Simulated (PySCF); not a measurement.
**TDDFT excited states: C5H13NSi**

SiH2Me(pyrrolidide), C₅H₁₃NSi.
SMILES: `[H][Si]([H])(C)N1CCCC1`

Computed with TDDFT wB97X-D/def2-SVPD, vertical, gas phase, core orbitals frozen in the response in PySCF 2.14.0, density-fitted response routines. The structure is a single PBE0-D3(BJ)/def2-SVP conformer in the gas phase; no vibrational or solvent corrections.

```csv
state,E (eV),E (hartree),f,|μ| (D),"main configurations (H = HOMO, L = LUMO)"
S1,5.91,0.2171,0.0078,0.59,"H→L (74%), H→L+1 (12%), H→L+4 (8%)"
S2,6.28,0.2307,0.028,1.09,"H→L+1 (64%), H→L (14%), H→L+2 (8%)"
S3,6.91,0.2539,0.017,0.80,"H→L+3 (24%), H→L+2 (19%), H→L+4 (16%)"
S4,7.06,0.2593,0.026,0.98,"H→L+2 (57%), H→L+3 (28%)"
S5,7.10,0.2609,0.028,1.02,"H→L+4 (50%), H→L+5 (13%), H→L+3 (10%)"
S6,7.39,0.2714,0.019,0.83,"H→L+5 (35%), H→L+3 (20%), H→L+6 (18%)"
S7,7.73,0.2839,0.023,0.88,"H→L+6 (37%), H→L+8 (36%), H→L+9 (8%)"
S8,7.81,0.2871,0.0052,0.42,"H→L+5 (25%), H→L+8 (21%), H→L+9 (19%)"
S9,8.02,0.2948,0.025,0.90,"H→L+7 (44%), H→L+10 (28%)"
S10,8.32,0.3059,0.0066,0.46,"H→L+9 (42%), H→L+8 (21%), H→L+7 (8%)"
```

Triplets, Tamm–Dancoff:

| state | E (eV) | λ (nm) | main configurations (H = HOMO, L = LUMO) |
| --- | --- | --- | --- |
| T1 | 5.86 | 211.6 | H→L (64%), H→L+1 (16%), H→L+4 (10%) |
| T2 | 6.10 | 203.4 | H→L+1 (49%), H→L (22%) |
| T3 | 6.73 | 184.2 | H→L+4 (26%), H→L+3 (18%), H→L+6 (15%) |
| T4 | 6.94 | 178.6 | H→L+4 (24%), H→L+5 (24%), H→L+3 (20%) |

The lowest singlet lies at 5.91 eV (210 nm, ultraviolet) and is weak; its leading configuration is HOMO→LUMO (74%). The largest oscillator strength of a single state is 0.028. Löwdin shares by element: HOMO nitrogen 52%, carbon 18% or more, silicon 7% (atoms not listed hold the other 23%); LUMO silicon 22%, carbon 18% or more, hydrogen 5% or more (atoms not listed hold the other 54%). The oscillator strengths of these states sum to 0.185; summed over the whole spectrum of an exact calculation they would give the number of electrons, 64 (Thomas–Reiche–Kuhn). The listed states span 2.42 eV, and the widest gap between neighbours is 0.63 eV (S2 to S3). Of the 10 states listed, 7 reach f = 0.01 and none stays under 0.0005. From S9 up the states lie above the vertical ionisation energy of 7.90 eV (ΔSCF), that is within the continuum, which a finite basis only mimics. The window holds the lowest 10 singlets.

Hardware: an Arm Neoverse V2 with one thread, on a shared host. Cost: 1.7 min (grids of density and orbitals included), 1.3 GiB resident at most.

Without π bonds the low states are Rydberg-like; a valence basis with one diffuse set may place them up to an eV too high.
